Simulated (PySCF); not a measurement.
# One molecule, several mistakes: Al2ClFH

Calculated results; nothing here was measured. They come from PySCF 2.14.0, an open-source quantum chemistry program, on an isolated molecule that a program drew, which may never have been made. The molecule is Al2ClFH (charge 0, doublet), drawn as the SMILES string `[F][AlH][Al][Cl]`.

Each row is a Hartree-Fock (HF) and frozen-core CCSD(T) single point in the cc-pV(D+d)Z basis, meant for a local HF minimum. Run 1 is clean. Each other run has one planted mistake out of seven kinds, and not every kind appears here: one electron removed, one electron added, multiplicity raised by two, geometry at a saddle point, minimal basis STO-3G, one bond length entered in bohr, all coordinates scaled. The reference is restricted for singlets and unrestricted otherwise, and also for a bond in bohr. Adding or removing an electron swaps singlet and doublet. Electrons count all cores. HOMO and LUMO are orbital energies over both spins, the gradient is its largest component, and the lowest frequency (negative if imaginary) is given only where the gradient is small. Bond lengths are over the 4 bonds as drawn. T1 is the CCSD diagnostic: over 0.02 (restricted) or 0.045 (unrestricted) a single reference is doubtful.

Geometry of the clean run:
```xyz
5
Al2ClFH, angstrom
F    -0.9223   -0.5939   -2.5909
Al   -0.7122    0.4134   -1.2871
Al   -1.4411    2.9188   -1.6761
Cl    0.0830    4.3749   -2.0623
H    -0.3153   -0.2883    0.0684
```

| run | electrons | basis functions | <S^2> | HOMO (eV) | LUMO (eV) | gradient (hartree/bohr) | lowest frequency (cm^-1) | mean bond (Å) | longest bond (Å) | T1 | HF (hartree) | CCSD(T) (hartree) | mistake |
|---|---|---|---|---|---|---|---|---|---|---|---|---|---|
| 1 | 53 | 88 | 0.784 | -8.00 | 0.25 | 9.9e-06 | 41 | 2.0048 | 2.638 | 0.0188 | -1043.49191 | -1043.95799 | no fault |
| 2 | 53 | 88 | 3.759 | -6.98 | -2.10 | 2.4e-02 | - | 2.0048 | 2.638 | 0.0219 | -1043.37878 | -1043.82712 | multiplicity raised by two |
| 3 | 54 | 88 | 0.000 | -0.97 | 5.34 | 3.7e-02 | - | 2.0048 | 2.638 | 0.0164 | -1043.49975 | -1043.99668 | one electron added |
| 4 | 53 | 88 | 0.762 | -8.74 | 0.33 | 4.5e-03 | - | 2.5916 | 4.985 | 0.0166 | -1043.46651 | -1043.93223 | one bond length entered in bohr |
| 5 | 53 | 33 | 0.789 | -4.18 | 5.80 | 3.8e-02 | - | 2.0048 | 2.638 | 0.0172 | -1031.29175 | -1031.38030 | ? |
| 6 | 52 | 88 | 0.000 | -16.42 | -6.64 | 4.1e-02 | - | 2.0048 | 2.638 | 0.0198 | -1043.22211 | -1043.69050 | ? |

**Which mistake was planted in run 5, and what did it cost?**

It has 33 basis functions where the clean run has 88, with the same electrons and geometry. So the mistake is: minimal basis STO-3G. Subtracting run 1 and multiplying by 627.51 kcal/mol a hartree, the energy moved by 7655.7 kcal/mol in HF and 7892.6 kcal/mol in CCSD(T).

**Which mistake was planted in run 6, and what did it cost?**

It counts 52 electrons, one fewer than the clean run, at the same geometry and basis. So the mistake is: one electron removed. Subtracting run 1 and multiplying by 627.51 kcal/mol a hartree, the energy moved by 169.3 kcal/mol in HF and 167.9 kcal/mol in CCSD(T).

